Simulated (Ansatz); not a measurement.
Species: sum formula HB2O2 (charge +1, singlet). It need not be the lowest isomer of its formula. SMILES: O=BB=[OH+]
Coordinates optimised at B3LYP-D3(BJ)/def2-TZVP (Ansatz, an electronic-structure program):
```xyz
5

O      0.0000     0.0000    -1.9166
B      0.0000     0.0000    -0.7007
B      0.0000     0.0000     0.9380
O      0.0000     0.0000     2.1292
H      0.0000     0.0000    -2.8868
```
Charge +1, spin multiplicity 1.

Parts of the frozen-core correlation energy in cc-pVDZ (Ansatz, hartree). Frozen orbitals: 4; correlated occupied orbitals by spin: 9 and 9; virtual: 48 and 48. No spin-orbit coupling. Non-relativistic.

| term | value |
|---|---|
| reference (HF) | -199.45796 |
| MP2 opposite-spin | -0.37373 |
| MP2 same-spin | (withheld) |
| CCSD correlation | (withheld) |
| (T) | (withheld) |
| T1 diagnostic | 0.024 |
| largest doubles amplitude | 0.046 |

Question: Fill in the missing entries.

Answer: 
- MP2 same-spin, value: -0.13540
- CCSD correlation, value: -0.51778
- (T), value: -0.01862
